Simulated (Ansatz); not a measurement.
Consider the formal exchange of groups at a C–B bond: `CCB(O)CC` + stibine → `C[CH2][SbH2]` + `CCBO`.

Isolated molecules relaxed with PBE0-D4/def2-TZVP in Ansatz; ΔE leaves out vibrations. CCSD(T)/CBS adds triple-zeta CCSD(T) − MP2 to the extrapolated MP2 energy (def2 sets, frozen cores). Functionals use def2-TZVPP. Elements past krypton have def2 core potentials. For Sb outer-core shells are correlated without core-valence functions, which leaves a few kJ/mol of doubt a bond. One conformer a species, not always the lowest.

`CCB(O)CC`:

Z-matrix (Å, degrees):
```
C
C 1 1.525
H 1 1.093 2 111.7
H 1 1.093 2 111.7 3 -120.2
H 1 1.093 2 111.4 3 119.8
B 2 1.573 1 116.8 3 174.0
H 2 1.095 1 110.8 3 -59.2
H 2 1.102 1 108.8 3 55.6
C 6 1.581 2 123.9 1 -33.2
O 6 1.365 2 116.0 1 147.0
C 9 1.534 6 111.1 2 91.5
H 9 1.098 6 110.6 2 -147.3
H 9 1.095 6 110.8 2 -29.8
H 10 0.961 6 113.0 2 176.2
H 11 1.094 9 111.5 6 59.2
H 11 1.093 9 111.5 6 179.3
H 11 1.092 9 111.4 6 -60.6
```

`[SbH3]`:

Z-matrix (Å, degrees):
```
Sb
H 1 1.707
H 1 1.707 2 91.4
H 1 1.707 2 91.4 3 91.4
```

`C[CH2][SbH2]`:

Z-matrix (Å, degrees):
```
C
C 1 1.516
H 1 1.092 2 111.4
H 1 1.095 2 111.2 3 120.1
H 1 1.092 2 111.4 3 -119.8
Sb 2 2.169 1 115.3 3 59.9
H 2 1.093 1 111.5 3 -179.6
H 2 1.093 1 111.5 3 -60.6
H 6 1.712 2 93.6 1 -45.6
H 6 1.712 2 93.6 1 45.8
```

`CCBO`:

```xyz
11

C    -0.334    0.898   -1.084
C     0.306   -0.274   -0.342
B    -0.308   -0.552    1.075
O     0.430   -0.912    2.153
H    -0.160    1.843   -0.562
H     0.063    1.005   -2.096
H    -1.416    0.768   -1.162
H     1.396   -0.149   -0.296
H     0.143   -1.193   -0.925
H    -1.492   -0.481    1.270
H     1.373   -0.953    1.968
```

CCSD(T)/CBS gives +21.1 kJ/mol.

Q: Another level gave +20.1 kJ/mol. Which?
A. r2SCAN0-D4/def2-TZVPP
B. MP2/def2-TZVPP
C. revPBE-D4/def2-TZVPP
D. LDA (SPW92)/def2-TZVPP

A: B. MP2/def2-TZVPP 20.1, LDA (SPW92) 37.4, revPBE-D4 27.2, r2SCAN0-D4 31.5 kJ/mol.

Largest T1 diagnostic among the species: 0.014.

At CCSD(T), def2-SVP lies +17.8 kJ/mol from the extrapolated value and def2-TZVPP +4.9 kJ/mol. Leaving LDA and LC-ωPBE aside and taking each functional with its dispersion term where it has one, the values, not all of them listed here, spread over 14.9 kJ/mol, from B2PLYP to B97M-V. LDA lies +12.4 kJ/mol from PBE without D4.
